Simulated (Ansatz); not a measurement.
Reaction (substitution at a C–C bond): `BC([SiH3])C#C` + `CNCN` → `C#CN(C)CN` + `BC[SiH3]`

Isolated molecules relaxed with PBE0-D4/def2-TZVP in Ansatz; ΔE leaves out vibrations. CCSD(T)/CBS is the MP2 limit (def2-TZVPP, def2-QZVPP) plus CCSD(T) − MP2 in def2-TZVPP, frozen cores. Functionals use def2-TZVPP. Each species was taken in one conformer, which may not be the lowest.

`BC([SiH3])C#C`:

Cartesian coordinates in Å:
```
B -0.276 1.328 -1.018
C -0.238 0.527 0.296
Si 1.457 -0.380 0.161
C -1.225 -0.501 0.513
C -2.021 -1.386 0.682
H -0.846 0.900 -1.976
H 0.344 2.348 -1.091
H -0.089 1.156 1.182
H 1.479 -1.231 -1.053
H 1.597 -1.218 1.375
H 2.558 0.614 0.100
H -2.740 -2.156 0.829
```

`CNCN`:

```xyz
12

C     0.700    0.474    1.170
N     0.586    0.613   -0.265
C    -0.643    0.067   -0.816
N    -0.682   -1.370   -0.891
H     0.789   -0.582    1.436
H     1.607    0.970    1.521
H    -0.159    0.887    1.726
H     0.670    1.587   -0.528
H    -1.531    0.384   -0.243
H    -0.749    0.471   -1.827
H    -0.762   -1.786    0.028
H     0.172   -1.716   -1.311
```

`C#CN(C)CN`:

```xyz
14

C     1.650   -1.670    0.673
C     1.014   -0.716    0.301
N     0.297    0.323   -0.138
C     0.656    1.623    0.398
C    -1.154    0.082   -0.259
N    -1.509   -1.067   -1.021
H     2.233   -2.504    0.977
H     0.342    1.749    1.444
H     1.737    1.751    0.343
H     0.181    2.399   -0.206
H    -1.601   -0.008    0.741
H    -1.566    0.978   -0.730
H    -1.177   -1.913   -0.575
H    -1.103   -1.026   -1.947
```

`BC[SiH3]`:

Cartesian coordinates in Å:
```
B 0.717 -1.315 -0.305
C -0.145 -0.151 -0.803
Si -0.408 0.995 0.685
H 1.913 -1.238 -0.313
H 0.209 -2.291 0.169
H -1.156 -0.425 -1.118
H 0.331 0.489 -1.553
H 0.887 1.534 1.173
H -1.272 2.129 0.266
H -1.075 0.274 1.800
```

```tsv
level	ΔE (kcal/mol)
PBE0	1.4
MP2/def2-QZVPP	3.2
HF/CBS(def2)	2.1
MP2/CBS(def2)	3.4
```

(1) What does CCSD(T)/CBS give? (An estimate is asked.)

Largest T1 diagnostic among the species: 0.013.

## Answers

(1) Computed: +3.5 kcal/mol. The listed levels differ from it by -2.1, -0.3, -1.4, -0.1 kcal/mol.

In def2-TZVPP, CCSD(T) changes the Hartree–Fock value by +1.0 kcal/mol (the triples alone add −0.1 kcal/mol) and MP2 by +0.9 kcal/mol.
